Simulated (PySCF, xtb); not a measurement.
C3H5BN2, SMILES NB1C=CN=C1. One conformer was computed; it need not be the lowest.

Harmonic wavenumbers (cm⁻¹) from GFN2-xTB (xtb 6.7.1) at its own minimum, in rising order: 118, 271, 334, 533, 560, 595, 642, 727, 798, 816, 823, 835, 902, 982, 1090, 1105, 1218, 1263, 1448, 1544, 1569, 1636, 3053, 3087, 3113, 3467, 3502.

**Question.** What does PySCF with PBE0-D3(BJ)/def2-SVP give at its own minimum? (An estimate is asked for; the answer gives what the named calculation found.)

**Answer.** 152, 298, 377, 568, 580, 623, 666, 746, 790, 829, 859, 885, 964, 1006, 1106, 1175, 1301, 1332, 1465, 1609, 1636, 1682, 3140, 3205, 3247, 3626, 3730. Paired by order, the mean absolute difference is 59 cm⁻¹ and the zero-point energies are 51.5 and 53.7 kcal/mol.
